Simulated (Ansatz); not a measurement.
Consider the cleavage of the Si–Si bond: `C[Si](O)([SiH3])Cl` + H–F → `C[Si](O)(F)Cl` + SiH₄.

Program: Ansatz. Geometries: PBE0-D4/def2-TZVP. ΔE: electronic, gas phase. CCSD(T)/CBS is the MP2 limit (def2-TZVPP, def2-QZVPP) plus CCSD(T) − MP2 in def2-TZVPP, frozen cores. This one scheme is used for every species. Functionals use def2-TZVPP. HSE06 is defined as in plane-wave codes. Each species was taken in one conformer, which may not be the lowest.

CCSD(T)/CBS gives -1.71 eV.

Question: Another level gave -1.77 eV. Which?
A. r2SCAN0-D4/def2-TZVPP
B. PBE0/def2-TZVPP
C. HSE06-D4/def2-TZVPP
D. PBE-QIDH/def2-TZVPP

Answer: A. r2SCAN0-D4 -1.77, PBE0 -1.63, PBE-QIDH -1.71, HSE06-D4 -1.57 eV.

Largest T1 diagnostic among the species: 0.011.

At CCSD(T), def2-SVP lies −0.05 eV from the extrapolated value and def2-TZVPP −0.04 eV. The D4 term adds +0.10 eV with B3LYP and +0.06 eV with PBE0; it sums over pairs of atoms, weighted by their polarisabilities, and B3LYP, whose exchange is more repulsive, gets the larger term. Leaving LDA and LC-ωPBE aside and taking each functional with its dispersion term where it has one, the values, not all of them listed here, spread over 0.35 eV, from CAM-B3LYP-D4 to revPBE-D4.

B3LYP here is the variant with VWN-RPA as its local correlation; programs differ in this.
